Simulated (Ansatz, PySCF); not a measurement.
VF5, SMILES [F][V]([F])([F])([F])[F], multiplicity 1.

Geometry: ωB97X-D3(BJ)/def2-SVP. The multiplicity is an assumed one; no other spin state was optimised. The isomer is the one that the SMILES or the coordinates give; other isomers of the formula were not compared.

Vertical ionisation energy (IE) and electron affinity (EA) in eV. Rows of orbital energies are one-electron estimates. Where ΔSCF, EOM or ADC give a negative EA the extra electron is unbound and the value depends on the basis.

```
level                                                                   IE    EA
-------------------------------------------------------------------  -----  ----
−ε(HOMO), −ε(LUMO), M06-2X/def2-TZVP (PySCF)                         14.53  4.60
−ε(HOMO), −ε(LUMO), PBE/def2-TZVP (PySCF)                            10.17  6.16
ΔSCF, PBE0/def2-SVPD (Ansatz), final states of multiplicity 2 and 2  14.83  3.82
ΔSCF, PBE/def2-SVPD (Ansatz), final states of multiplicity 2 and 2   13.86  2.54
```

Task: What vertical singlet–triplet gap does ΔSCF give with PBE0/def2-SVPD (Ansatz, a quantum-chemistry and plane-wave program) and with PBE/def2-SVPD (Ansatz)? (Estimate from the structure and the level; the computed values follow.)

Result: 3.72 and 4.06 eV (triplet above singlet where positive).
